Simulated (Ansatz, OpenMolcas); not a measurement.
# How methods differ on CH4FGeN (SMILES [H]/N=[C](/F)[GeH3])

CH4FGeN: 8 atoms, total charge 0, spin state singlet. SMILES: `[H]/N=[C](/F)[GeH3]`. Geometry: relaxed at PBE0-D4/def2-TZVP.

Quantity: the vertical ionisation energy (to the doublet cation), in eV. The values are calculated.

| level | kind | program | value (eV) |
| --- | --- | --- | --- |
| HF/6-31G* (spherical functions) | Hartree–Fock | OpenMolcas | 9.38 |
| SVWN5/6-31G* (spherical functions) | LDA | OpenMolcas | 10.14 |
| BLYP/6-31G* (spherical functions) | GGA | Ansatz | 9.82 |
| revPBE/6-31G* (spherical functions) | GGA | OpenMolcas | 9.90 |
| M06-L/6-31G* (spherical functions) | meta-GGA | OpenMolcas | 10.08 |
| BHLYP/6-31G* (spherical functions) | global hybrid | OpenMolcas | 10.29 |
| HSE06/6-31G* (spherical functions) | range-separated hybrid | Ansatz | 10.23 |
| PBE-QIDH/6-31G* (spherical functions) | double hybrid | Ansatz | 10.42 |
| RPA@PBE0/6-31G* (spherical functions) | RPA | Ansatz | 10.05 |
| CCSD/6-31G* (spherical functions) | coupled cluster or CI | Ansatz | 10.07 |

All-electron rows without a relativistic Hamiltonian named are non-relativistic. The values span 9.38 to 10.42 eV. In the correlated wave-function rows the outer d shell of Ge is correlated, in sets not made for it. The second state's dipole differs much between rows, so they may not all be the same state.
